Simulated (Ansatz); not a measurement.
Molecule: C$_{3}$H$_{9}$ClGe, net charge 0, singlet state. 
Structure (B3LYP-D3(BJ)/def2-TZVP (Ansatz, an electronic-structure program) minimum search):
```xyz
14

C     -1.6247    -0.9952     0.7707
Ge    -0.0299     0.0295     0.2851
C      1.6046    -0.6979     1.0782
C     -0.2375     1.9478     0.6112
Cl     0.1983    -0.1961    -1.8934
H     -1.7987    -0.9266     1.8458
H     -2.4946    -0.6026     0.2458
H     -1.4926    -2.0418     0.4998
H      1.7170    -1.7464     0.8053
H      2.4717    -0.1455     0.7186
H      1.5590    -0.6175     2.1655
H      0.6408     2.4842     0.2545
H     -1.1158     2.3225     0.0872
H     -0.3563     2.1335     1.6800
```

Wanted: atomisation energy (electronic, to ground-state atoms), in kJ/mol. Valence correlation only, unless marked. UHF or UKS for open shells. Spin-orbit coupling is left out. Frozen are the shells of the preceding noble gas and the d and f shells that filled before the atom's block. Non-relativistic. The coupled-cluster limit lacks core correlation, which all-electron functionals hold. Basis-set limits of correlation are two-point, X^-3; Hartree-Fock from the larger set.

| level | program | atomisation energy (kJ/mol) |
|---|---|---|
| HF/def2-TZVPPD | Ansatz | 3875.2 |
| PBE0/6-31G* | Ansatz | 5060.6 |

**Question.** Predict the CCSD(T)/CBS(def2-TZVPPD,def2-QZVPPD) result (Ansatz).

**Answer.** 5089.9 kJ/mol, so PBE0/6-31G* differs from it by -29.3 kJ/mol.
